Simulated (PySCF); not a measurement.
Simulated C 1s region for `[SiH3]n1ccnn1`, binding energy against the vacuum level.

Every computed line was given a Gaussian of 1.0 eV full width at half maximum and an area set by the number of equivalent atoms; the highest printed point is 100. Computed, not measured: delta-SCF UKS SCAN, pcX-2 on the ionised atom, pcseg-1 elsewhere, spin-free X2C (PySCF).

binding energy (eV), intensity and a bar:
```
    289.7          0 
    289.8          0 
    289.9          1 
    290.0          2 
    290.1          3 #
    290.2          6 ##
    290.3          9 ###
    290.4         15 ####
    290.5         22 ######
    290.6         30 #########
    290.7         41 ############
    290.8         53 ################
    290.9         65 ###################
    291.0         76 #######################
    291.1         86 ##########################
    291.2         94 ############################
    291.3         98 ##############################
    291.4        100 ##############################
    291.5         98 #############################
    291.6         93 ############################
    291.7         85 ##########################
    291.8         75 #######################
    291.9         64 ###################
    292.0         52 ###############
    292.1         40 ############
    292.2         30 #########
    292.3         21 ######
    292.4         14 ####
    292.5          9 ###
    292.6          5 ##
    292.7          3 #
    292.8          2 
    292.9          1 
    293.0          0 
    293.1          0
```

Count the maxima, the lines and the sites behind this envelope.

The curve has 1 maximum (at 291.4 eV). Under it lie 2 lines from 2 inequivalent carbon sites. At this width some lines have no maximum of their own.

Decompose the envelope and assign each component. Numbering: `[SiH3:1][n:2]1[cH:3][cH:4][n:5][n:6]1`.

```tsv
position (eV)	relative area	line	atoms	environment
291.13	1	C 1s	C4	aromatic CH next to a ring nitrogen
291.66	1	C 1s	C3	aromatic CH next to a ring nitrogen
```

What are the centre and the root-mean-square width of the whole band?

The area-weighted mean of the lines is 291.40 eV. Their own spread about it is 0.26 eV (rms) and each Gaussian has σ = 1.0/2.355 = 0.42 eV; the variances add, which gives 0.50 eV.

Above which line width would these two lines show one maximum?

Two equal Gaussians merge once their distance is under 2σ = FWHM/1.177. With 0.53 eV between them that is a full width over 0.62 eV.

The listed C 1s values span 0.53 eV, from C4 (bonded to N (aromatic in the SMILES), C (aromatic in the SMILES) and H) to C3 (bonded to N (aromatic in the SMILES), C (aromatic in the SMILES) and H). Summing the Pauling electronegativity differences to the bonded atoms, each weighted by its formal bond order, gives +0.39 for the lowest site and +0.39 for the highest; the sum is the same at every site.

Shake-up satellites, vibrational structure and lifetime widths aren't simulated. Geometry: GFN2-xTB; no solvent, vibrations or thermal averaging.
